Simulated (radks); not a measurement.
Isoelectronic series with 17 electrons, all held in the configuration [Ne] 3s2 3p5, which need not be the ground one along the series. All-electron calculation, Dirac Kohn-Sham, LDA (Slater exchange, Perdew-Wang correlation), spin-unpolarised, spherical densities, finite nucleus; open shells are shared between the two j in proportion to 2j + 1; Fermi nuclear charge, rms radius of each element as measured or else 0.836 A^(1/3) + 0.57 fm. Program: a radial shooting solver on a logarithmic mesh with Libxc functionals. Total energies (hartree) and orbital eigenvalues (eV):

| ion | E (hartree) | 3p3/2 | 3p1/2 | 3s1/2 |
|---|---|---|---|---|
| Cl | -460.11811 | -8.6588 | -8.7856 | -20.6910 |
| Mn8+ | -1134.46354 | -209.3245 | -211.0159 | -242.5082 |
| As16+ | -2126.73329 | -609.9318 | -617.3390 | -669.1024 |
| Nb24+ | -3446.28112 | -1207.325 | -1228.971 | -1301.881 |
| In32+ | -5106.68084 | -2002.791 | -2053.570 | -2148.825 |
| La40+ | -7126.2669 | -2998.810 | -3102.521 | -3221.696 |
| Tb48+ | -9529.3626 | -4198.706 | -4391.405 | -4536.518 |
| Ta56+ | -12348.1205 | -5606.594 | -5941.205 | -6114.741 |
